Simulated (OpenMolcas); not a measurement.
Ni²⁺: effect of the IPEA shift

```json
{
 "Program": "OpenMolcas",
 "Basis": "ANO-RCC-VQZP [7s6p4d3f2g1h]",
 "Scalar Hamiltonian": "DKH2, point nucleus",
 "Active space": "8 electrons in 10 orbitals (3d 4d)",
 "State averaging": "2S+1 = 3 even, 10 roots; 2S+1 = 1 even, 15 roots",
 "Spin-orbit coupling": "state interaction with AMFI integrals over the reference wave functions, term energies averaged over their components"
}
```

Methods on the same reference wave functions:
A. CASSCF
B. SS-CASPT2, IPEA 0 Eh, imaginary shift 0.1 Eh (closed shells correlated: 3s 3p)
C. SS-CASPT2, IPEA 0.25 Eh, imaginary shift 0.1 Eh (closed shells correlated: 3s 3p)

Energies in cm⁻¹ above 3d⁸ ³F₄, the measured ground level; measured values from Corliss and Sugar, J. Phys. Chem. Ref. Data 10, 197 (1981).

```
  Level      A      B      C  Measured
3d⁸ ³F₄    0.0    0.0    0.0       0.0
3d⁸ ³F₃   1356   1357   1358      1361
3d⁸ ³F₂   2284   2270   2270      2270
3d⁸ ¹D₂  16807  13720  13710     14032
3d⁸ ³P₂  19850  16710  16830     16662
3d⁸ ³P₁  20167  17020  17160     16978
3d⁸ ³P₀  20437  17280  17420     17231
3d⁸ ¹G₄  25793  23510  23330     23109
3d⁸ ¹S₀  61386  52850  52820     52532
```

Deviations, from unrounded energies. A percentage is the sum of absolute deviations over the sum of measured energies, with the sign that they share, or ± where signs differ.

```
                        Against measurement  Levels      A     B     C
             mean absolute deviation (cm-1)       8   3000   150   170
      fine structure of the ground term (%)       2   ±0.5  -0.2  -0.2
other terms of the ground configuration (%)       6  +17.0  ±0.8  ±1.0
```

B lies closest to measurement on these levels and A furthest from it. The largest miss of B in the table is 3d⁸ ¹G₄, by +410 cm-1. The ranking rests on the paired levels alone, and a cruder setting can come out closer through cancelling errors.

Between B and C the level of the table that moves most is 3d⁸ ¹G₄, by 190 cm-1 (lowest in C, highest in B). Moves below CASPT2's spread within the term are not significant.

The mean deviations of B to C differ by less than CASPT2's widest spread within a term (930 cm-1), so their order carries little weight.

From A to B the spin-free energies of the other terms of 3d⁸ shown, above ³F, scale by factors of 0.81 to 0.91, as is usual when dynamic correlation screens the repulsion within a d or f shell.

The lowest spin-free term lies below A's lowest term by 0.567 hartree in B, 0.562 hartree in C.

Term energies are means over components that CASPT2 splits; among the terms shown or strongly mixed into the levels shown the widest spread is 930 cm-1 (3d⁸ ³F, B). Active for correlation alone: 4d; no level in the range computed is led by a configuration that fills it, so any true level of that kind is missing. Without dynamic correlation excited terms often stand tens of per cent too high (terms of higher spin than the ground term too low), and those without a measured partner can miss by more than the paired ones (holds for A). Measured partners are found by configuration, term and J. A level has none where our copy of the source lacks it or the pairing is in doubt (some pairs that miss far off the trend of their configuration count as doubtful), and it then counts in no deviation. Levels of configurations outside the active space are missing.
